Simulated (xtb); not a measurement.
C₆H₆, charge +1, doublet, geometry from GFN2-xTB (a state made from the parent by changing its charge; the spin is typed, not shown lowest); GFN1-xTB (xtb).

Input for xtb:
```
$ xtb mol.xyz --gfn 1 --chrg 1 --uhf 1 --hess --json

# file mol.xyz
12

C     -0.76596115     1.13457554     0.04321457
C     -1.36282008    -0.12550981    -0.05286156
C     -0.61165995    -1.29037458     0.00180888
C      0.76596115    -1.13457554    -0.04321457
C      1.36282008     0.12550981     0.05286156
C      0.61165995     1.29037458    -0.00180888
H     -1.38048513     2.00817218     0.23976822
H     -2.42662031    -0.20356231    -0.25702087
H     -1.07254586    -2.26329428    -0.06190391
H      1.38048513    -2.00817218    -0.23976822
H      2.42662031     0.20356231     0.25702087
H      1.07254586     2.26329428     0.06190391
```

**Question.** Predict the main parts of the log of this xtb run.

**Answer.** 
```
   ID    Z sym.   atoms
    1    6 C      1-6
    2    1 H      7-12

           -------------------------------------------------
          |                Calculation Setup                |
           -------------------------------------------------

           -------------------------------------------------
          |                 G F N 1 - x T B                 |
           -------------------------------------------------

          ...................................................
          :                      SETUP                      :
          :.................................................:
          :  # basis functions                  36          :
          :  # atomic orbitals                  36          :
          :  # shells                           24          :
          :  # electrons                        29          :
          :  # halogen bonds                     0          :
          :  max. iterations                   250          :
          :  Hamiltonian                  GFN1-xTB          :
          :  restarted?                      false          :
          :  GBSA solvation                  false          :
          :  PC potential                    false          :
          :  electronic temp.          300.0000000     K    :
          :  accuracy                    1.0000000          :
          :  -> integral cutoff          0.2500000E+02      :
          :  -> integral neglect         0.1000000E-07      :
          :  -> SCF convergence          0.1000000E-05 Eh   :
          :  -> wf. convergence          0.2000000E-04 e    :
          :  Broyden damping             0.4000000          :
          :  net charge                          1          :
          :  unpaired electrons                  1          :
          ...................................................

 iter      E             dE          RMSdq      gap      omega  full diag
   1    -15.6071193 -0.156071E+02  0.887E+00    4.34       0.0  T
   2    -15.6328130 -0.256937E-01  0.533E+00    4.26       1.0  T
   3    -15.6329389 -0.125939E-03  0.507E-01    4.24       1.0  T
   4    -15.6338916 -0.952738E-03  0.712E-02    4.24       1.0  T
   5    -15.6339375 -0.458819E-04  0.648E-03    4.25       4.5  T
   6    -15.6339376 -0.118517E-06  0.143E-03    4.25      20.2  T
   7    -15.6339377 -0.206789E-07  0.165E-04    4.25     174.5  T
   8    -15.6339377 -0.151079E-10  0.228E-05    4.25    1267.0  T

[...]
         :: total energy             -15.343494963473 Eh    ::
[...]
   ------------------------------------------------------------------------
       1    197.22    -0.64366 ( 99.59%)    -0.64980 (  0.41%)    -0.64369
       2    277.89    -0.46112 ( 99.90%)    -0.54828 (  0.10%)    -0.46122
   ------------------------------------------------------------------------

   temp. (K)  partition function   enthalpy   heat capacity  entropy
                                   cal/mol     cal/K/mol   cal/K/mol   J/K/mol
 298.15  VIB   4.09                 1645.967     14.797      8.319
         ROT  0.446E+05              888.752      2.981     24.254
         INT  0.182E+06             2534.719     17.778     32.573
         TR   0.668E+27             1481.254      4.968     38.964
         TOT                        4015.9728    22.7465    71.5371   299.3114

       T/K    H(0)-H(T)+PV         H(T)/Eh          T*S/Eh         G(T)/Eh
   ------------------------------------------------------------------------
    298.15    0.639986E-02    0.991314E-01    0.339896E-01    0.651418E-01
   ------------------------------------------------------------------------

         :::::::::::::::::::::::::::::::::::::::::::::::::::::
         ::                  THERMODYNAMIC                  ::
         :::::::::::::::::::::::::::::::::::::::::::::::::::::
         :: total free energy         -15.278353176138 Eh   ::
         ::.................................................::
         :: total energy              -15.343494963476 Eh   ::
         :: zero point energy           0.092731533519 Eh   ::
         :: G(RRHO) w/o ZPVE           -0.027589746182 Eh   ::
         :: G(RRHO) contrib.            0.065141787337 Eh   ::
         :::::::::::::::::::::::::::::::::::::::::::::::::::::

           -------------------------------------------------
          | TOTAL ENERGY              -15.343494963476 Eh   |
          | TOTAL ENTHALPY            -15.244363569889 Eh   |
          | TOTAL FREE ENERGY         -15.278353176138 Eh   |
          | GRADIENT NORM               0.024457282389 Eh/α |
          | HOMO-LUMO GAP               4.249122560024 eV   |
           -------------------------------------------------
########################################################################
[WARNING] Runtime exception occurred
-1- hessian_numhess: Hessian on incompletely optimized geometry!
########################################################################

normal termination of xtb
```
